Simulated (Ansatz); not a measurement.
A run for Ansatz (a quantum-chemistry and plane-wave program): R-wB97X-V/def2-TZVPPD on GeH4 (SMILES [GeH4]) with ghost functions, monomers drawn apart or pushed together. Files ending in .json are basis or fitting sets from the Basis Set Exchange.

Ansatz 0.2 input:
```yaml
crystal:
  periodic: [false, false, false]
  atoms:
    - {symbol: Ge, position_ang: [0.20054676, 0.28539610, 3.27884614]}
    - {symbol: H, position_ang: [-0.60914099, -0.98525230, 3.56997889]}
    - {symbol: H, position_ang: [1.06542543, 0.06063485, 2.02706794]}
    - {symbol: H, position_ang: [1.11977073, 0.59712753, 4.46917866]}
    - {symbol: H, position_ang: [-0.74961496, 1.46515940, 3.03511161]}
basis:
  gaussian:
    orbitals: def2-TZVPPD.json
    ghost_atoms:
      - {symbol: O, position_ang: [0.50536963, -0.83131025, -0.63911488]}
      - {symbol: C, position_ang: [-0.45256970, -0.62919458, -0.01865846]}
      - {symbol: O, position_ang: [-1.41230485, -0.42745232, 0.60109435]}
hamiltonian:
  xc: {name: wB97X-V}
scf: {lower_state_search: off}
```

It printed:

```
WARN ansatz: RAYON_NUM_THREADS=1 ignored (pool sized by the plan → 1); use --threads N
Functional definition: wB97X-V
these checks for a lower state are left out or cut short: stability, starts, cluster_reference, orbital_swaps, neighbouring_geometries, increment
integrals: 0.22 GiB planned
1170 factors; their error is unknown
integrals: 0.26 GiB planned
325 factors; integrals over basis functions are off by at most 3.3e-5 eV
mean field: 1.60 GiB planned
mean field evaluation 1: about -56577.4372 eV, gradient 1.6e1 eV
mean field evaluation 2: about -56577.5594 eV, gradient 1.5e1 eV
mean field evaluation 4: about -56577.6991 eV, gradient 1.2e-1 eV
mean field evaluation 8: about -56577.8539 eV, gradient 1.3e-2 eV
mean field -56577.85387802 eV, -2079.1977801706 hartree, gradient 5.0e-6 eV, S^2 0.000000; 0 other end points of the search recorded, 0 dependent functions left out
reference -56577.85387599 eV, -2079.1977800960 hartree; 18, 18 occupied and 221, 221 virtual orbitals, 1170 factors
Total energy: -56577.85387599 eV, -2079.1977800960 hartree
Checks for a lower state left out: stability, starts, cluster_reference, orbital_swaps, neighbouring_geometries, increment
```

The run converged.

Cost: roughly 10 core-seconds.
